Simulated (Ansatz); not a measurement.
The cluster Li₇H₇. Total charge 0; triplet. Geometry PBE-D4/def2-TZVP, that of the charge +1 doublet; atoms count from 1.

Cartesian coordinates in Å:
```
Li 0.890 -1.413 -1.307
Li 0.971 0.426 1.601
Li 1.629 1.007 -1.587
Li -2.530 -1.516 -0.965
Li -0.399 -0.121 -3.082
Li -0.912 0.303 -0.138
Li -2.361 0.178 1.930
H 2.561 1.099 2.751
H -2.635 -0.465 0.359
H -0.932 -1.185 -1.631
H 1.968 1.429 3.087
H 1.148 -0.022 -0.097
H 1.310 -0.334 -2.693
H -0.708 0.614 1.772
```

At PBE0-D4/def2-TZVP a singlet of charge 0 lies 0.27 eV below the triplet at the same geometry. The structure comes from a short search, and lower isomers may exist.

Q: Estimate the Mulliken populations from the PBE0/def2-TZVP orbitals of Ansatz.

A: 
| atom | charge (e) | spin (α − β) |
| --- | --- | --- |
| Li1 | 0.41 | 0.24 |
| Li2 | 0.60 | 0.20 |
| Li3 | 0.31 | 0.41 |
| Li4 | 0.38 | 0.50 |
| Li5 | 0.29 | 0.46 |
| Li6 | 0.31 | 0.19 |
| Li7 | 0.66 | 0.09 |
| H8 | 0.02 | 0.00 |
| H9 | -0.62 | -0.01 |
| H10 | -0.62 | -0.03 |
| H11 | 0.03 | 0.00 |
| H12 | -0.67 | -0.03 |
| H13 | -0.46 | -0.01 |
| H14 | -0.64 | -0.01 |
Mulliken values depend strongly on the basis.

Q: Where does the spin sit?

A: Summed by element: Li 2.10, H -0.10, of 2 unpaired in all. Largest on single atoms: Li4 0.50, Li5 0.46, Li3 0.41.
